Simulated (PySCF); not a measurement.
Compound: FH₈PSi₃.
Numbering: `[F:1][Si:2]([SiH3:3])([SiH3:4])[PH2:5]` (hydrogens: H6, H7, H8 on Si3; H9, H10, H11 on Si4; H12, H13 on P5)

Torsions of this conformer, `[F:1][Si:2]([SiH3:3])([SiH3:4])[PH2:5]`: H–P5–Si2–F1 -177°, H–P5–Si2–F1 -84°.

The closed-shell ground state was solved at several levels (PySCF, density fitting, gas phase, non-relativistic). Isolated species at its PBE0-D3(BJ)/def2-SVP geometry (one conformer only).

```csv
level,basis functions,total energy (Eh),HOMO (eV),LUMO (eV),gap (eV),dipole (D)
mPW1PW91/pcSseg-1,153,-1314.5069,-7.59,-0.95,6.64,1.80
B97-D/pcSseg-1,153,-1314.4138,-6.44,-1.59,4.85,1.60
CAM-B3LYP/pcSseg-1,153,-1314.4791,-8.76,0.16,8.92,1.74
"PBE0/6-311+G(2d,p)",215,-1314.0133,-7.51,-1.07,6.44,1.67
PBE0/pcSseg-2,320,-1314.0509,-7.52,-1.05,6.47,1.71
PBE0/def2-SVP,126,-1313.4738,-7.47,-0.83,6.64,1.65
LDA/pcSseg-1,153,-1309.0766,-6.56,-1.94,4.62,1.79
BP86/pcSseg-1,153,-1314.6124,-6.58,-1.83,4.75,1.64
PBE0/def2-TZVP,227,-1314.0277,-7.48,-1.03,6.45,1.52
KT3/pcSseg-1,153,-1325.1833,-6.54,-1.76,4.78,1.62
OPBE/pcSseg-1,153,-1314.2746,-6.48,-1.67,4.81,1.73
```

**Question.** What might PBE0/cc-pVTZ (278 basis functions) give for the same quantities?

**Answer.** Total energy -1314.0309 Eh, HOMO -7.47 eV, LUMO -0.96 eV, gap 6.51 eV, dipole 1.49 D.

**Question.** Over all these levels, which gives the widest orbital gap and which the narrowest?

**Answer.** CAM-B3LYP/pcSseg-1 (range-separated hybrid) has the widest, 8.92 eV, and LDA/pcSseg-1 (LDA) the narrowest, 4.62 eV. The two share the basis. From the narrowest to the widest the HOMO moves by -2.20 eV and the LUMO by +2.10 eV.

**Question.** How much does the basis alone move the frontier levels among the 5 PBE0 rows (the withheld one included)?

**Answer.** The HOMO by 0.05 eV and the LUMO by 0.24 eV. By rising basis size (HOMO, LUMO in eV): def2-SVP -7.47, -0.83; 6-311+G(2d,p) -7.51, -1.07; def2-TZVP -7.48, -1.03; cc-pVTZ -7.47, -0.96; pcSseg-2 -7.52, -1.05.

**Question.** How far do the dipole and the HOMO energy spread over the levels?

**Answer.** The dipole runs from 1.49 to 1.80 D (mean 1.66 D) and the HOMO from -8.76 to -6.44 eV.

B97-D is run here without its empirical dispersion term; that term would change no orbital, density or response property at a fixed geometry.
